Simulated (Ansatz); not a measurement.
Molecule: SeF3, charge -1, multiplicity 1. 
Structure (B3LYP-D3(BJ)/def2-TZVP (Ansatz, a quantum-chemistry and plane-wave program) minimum search):
```xyz
4

Se    -0.0081    -0.2833     0.0785
F      1.9339    -0.2501     0.0240
F      0.0414     1.4438    -0.3999
F     -1.9446    -0.1235     0.0795
```
Charge -1, spin multiplicity 1.

Total electronic energies in hartree. Correlated levels leave the core frozen unless marked. Spin-orbit coupling is left out. The frozen core is the preceding noble-gas configuration, with the filled d and f shells of earlier blocks. Non-relativistic. CBS(X,Y): correlation extrapolated as X^-3; Hartree-Fock from the larger set. [CCSD(T)-MP2]/basis is that difference in the basis named.

```json
[
 {"level": "HF/cc-pVTZ", "program": "Ansatz", "energy (Eh)": "-2698.31196"},
 {"level": "r2SCAN-D4/def2-TZVPD", "program": "Ansatz + dftd4", "energy (Eh)": "-2701.15128"},
 {"level": "B97M-V/def2-TZVPD", "program": "Ansatz", "energy (Eh)": "-2700.73415"},
 {"level": "r2SCAN0/def2-TZVPD", "program": "Ansatz", "energy (Eh)": "-2701.08766"},
 {"level": "HSE06-D3(BJ)/def2-TZVPD", "program": "Ansatz + dftd3", "energy (Eh)": "(withheld)"},
 {"level": "CAM-B3LYP-D4/def2-TZVPD", "program": "Ansatz + dftd4", "energy (Eh)": "(withheld)"},
 {"level": "LC-wPBE-D3(BJ)/def2-TZVPD", "program": "Ansatz + dftd3", "energy (Eh)": "-2700.79534"},
 {"level": "wB97M-V/def2-TZVPD", "program": "Ansatz", "energy (Eh)": "-2701.08044"},
 {"level": "RI-MP2/CBS(aug-cc-pVTZ,aug-cc-pVQZ)", "program": "Ansatz", "energy (Eh)": "-2699.4692"},
 {"level": "SCS-MP2/cc-pVDZ", "program": "Ansatz", "energy (Eh)": "-2698.78641"},
 {"level": "SCS-MP2/cc-pVTZ", "program": "Ansatz", "energy (Eh)": "-2699.23292"},
 {"level": "CCSD/6-31G*", "program": "Ansatz", "energy (Eh)": "-2698.49085"},
 {"level": "CCSD/aug-cc-pVTZ", "program": "Ansatz", "energy (Eh)": "-2699.31222"},
 {"level": "CCSD(T)/6-31G*", "program": "Ansatz", "energy (Eh)": "-2698.50578"},
 {"level": "RI-MP2/CBS(aug-cc-pVTZ,aug-cc-pVQZ)+[CCSD(T)-MP2]/aug-cc-pVTZ", "program": "Ansatz", "energy (Eh)": "-2699.5056"}
]
```

Q: Fill in the missing entries.

A: 
- HSE06-D3(BJ)/def2-TZVPD, energy (Eh): -2700.70380
- CAM-B3LYP-D4/def2-TZVPD, energy (Eh): -2701.35062
